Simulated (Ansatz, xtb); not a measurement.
**Relaxing a trial structure of BrFH3Si2**

The starting geometry of this gas-phase doublet has its atoms placed at random.

| atom | x (Å) | y (Å) | z (Å) |
| --- | --- | --- | --- |
| Br | 0.7964 | -1.5443 | -0.6425 |
| F | -1.2205 | -0.8076 | 0.5413 |
| Si | -1.5935 | 0.6203 | -0.2548 |
| Si | 1.2162 | -0.7966 | 1.1829 |
| H | -1.9590 | -0.9894 | -0.0129 |
| H | -0.0092 | -0.1592 | -0.6030 |
| H | 0.6877 | 0.1926 | 2.0216 |

Problem. One run relaxed it with r2SCAN-D4/def2-SVP. What is a likely outcome?

Solution. It loosens into FH2Si2 + BrH, which stay close as a complex. Distances that change by over a tenth: Si4–H7 (1.40 → 1.55 Å). Contacts that open: Br1–Si4 (2.02 → 4.60 Å), Br1–H6 (1.60 → 3.48 Å), F2–H5 (0.94 → 2.31 Å), Si3–H5 (1.67 → 3.04 Å). Contacts that close: Br1–H5 (2.88 → 1.43 Å), Si3–Si4 (3.46 → 2.26 Å), Si3–H6 (1.80 → 1.50 Å).

The energy falls by 9.35 eV over 51 steps:

```json
{"step": "1", "E − E(last) (eV)": "9.351"}
{"step": "7", "E − E(last) (eV)": "2.633"}
{"step": "12", "E − E(last) (eV)": "2.474"}
{"step": "18", "E − E(last) (eV)": "1.992"}
{"step": "23", "E − E(last) (eV)": "0.573"}
{"step": "29", "E − E(last) (eV)": "0.477"}
{"step": "34", "E − E(last) (eV)": "0.324"}
{"step": "40", "E − E(last) (eV)": "0.052"}
{"step": "45", "E − E(last) (eV)": "0.004"}
{"step": "51", "E − E(last) (eV)": "0.000"}
```

Final geometry (Å):

| atom | x (Å) | y (Å) | z (Å) |
| --- | --- | --- | --- |
| Br | 0.2335 | -2.6265 | -0.9656 |
| F | -1.9800 | -0.8037 | 0.4818 |
| Si | -0.6121 | 0.1072 | 0.4996 |
| Si | 0.5951 | 0.5426 | 2.3553 |
| H | -1.1282 | -2.6969 | -0.5418 |
| H | -0.6186 | 0.7505 | -0.8539 |
| H | 1.4285 | 1.2425 | 1.2569 |

From the same start GFN2-xTB ends elsewhere, in pieces: BrHSi + FH2Si.

From so rough a start the end depends on the optimiser's path, so another program may land elsewhere. No frequencies were run, so the end isn't proven a minimum. Open shells are spin-unrestricted. Run with Ansatz 0.2.0, 3.7 min on 2 threads of Intel(R) Xeon(R) 6975P-C (Granite Rapids), with other jobs on the host.
